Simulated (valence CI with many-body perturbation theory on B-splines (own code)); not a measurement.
# Sensitivity of CI+MBPT for Xe²³⁺

Calculated by valence CI with perturbative core correlation (CI+MBPT): three valence electrons over a frozen Dirac-Fock core [Ar] 3d10, radial functions for each j: 6 s, 6 p, 5 d, 3 f, 1 g, with the one-electron correlation potential Σ1, the two-electron term Σ2, the three-electron term Σ3, Breit, model QED; selected CI, second order for the rest, scaled by the run's own slope (own B-spline code, finite nucleus).

No measured spectrum was set against this ion. As an estimate, levels hold to about 250 cm⁻¹ or 0.2 % of their energy and the worst to 1 %, as in measured heavy ions of charge 2 to 7; those with d or f electrons hold less well.

The reference run has the lowest level (4s^2 4p1/2) J=1/2 and an ionisation energy of 737.466 eV. Its largest variational space holds 3024 state functions.

Levels are named by their leading jj configuration (3d3/2^4 stands for four electrons in 3d with j = 3/2), which in mixed levels can hold well under half, so a name can repeat and another be missing. Letters in brackets count levels of one name in rising energy.

```tsv
Level	Reference (cm⁻¹)	Shift (cm⁻¹)
(4s^2 4p3/2) J=3/2	139440	+1.0
(4s 4p1/2^2) J=1/2	398621	-266
(4s 4p1/2 4p3/2) J=3/2 [a]	491342	-500
(4s 4p1/2 4p3/2) J=5/2	526182	-277
(4s 4p1/2 4p3/2) J=3/2 [b]	584351	+140
(4s 4p1/2 4p3/2) J=1/2	615619	+436
(4s 4p3/2^2) J=5/2	659063	-167
(4s 4p3/2^2) J=1/2	755144	+714
(4s 4p3/2^2) J=3/2	762494	+403
(4s^2 4d3/2) J=3/2	880285	+624
(4s^2 4d5/2) J=5/2	905058	+594
(4p1/2^2 4p3/2) J=3/2	1008530	-6.4
```

The ionisation energy moves by -0.058 eV.

Question: Which of these changes was made?
A. cutoff of virtual states (hartree) 5832 → 1140
B. natural orbitals for correlation on → off
C. size limit of the variational space 10000 → 6000; selection threshold (hartree) 2e-08 → 1e-05
D. scale of Σ1 1 → 0

Answer: B. natural orbitals for correlation on → off.
